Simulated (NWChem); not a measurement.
System: CH₈GeSi; SMILES C[SiH2][GeH3]

### Question
Give the equilibrium geometry at PBE0/def2-SVP (NWChem) as a list of bonds and angles, with the point group.

### Answer
point group Cs; any orientation.
Bond lengths (Å): Si1–C2 1.885, Si1–Ge3 2.386, Si1–H4 1.498, Si1–H5 1.498, C2–H6 1.101, C2–H7 1.101, C2–H8 1.101, Ge3–H9 1.540, Ge3–H10 1.542, Ge3–H11 1.542. Angles (°): C2–Si1–Ge3 111.6, C2–Si1–H4 110.3, C2–Si1–H5 110.3, Ge3–Si1–H4 108.5, Ge3–Si1–H5 108.5, H4–Si1–H5 107.6, Si1–C2–H6 110.6, Si1–C2–H7 110.9, Si1–C2–H8 110.9, H6–C2–H7 108.1, H6–C2–H8 108.1, H7–C2–H8 108.1, Si1–Ge3–H9 111.3, Si1–Ge3–H10 110.9, Si1–Ge3–H11 110.9, H9–Ge3–H10 108.0, H9–Ge3–H11 108.0, H10–Ge3–H11 107.7.
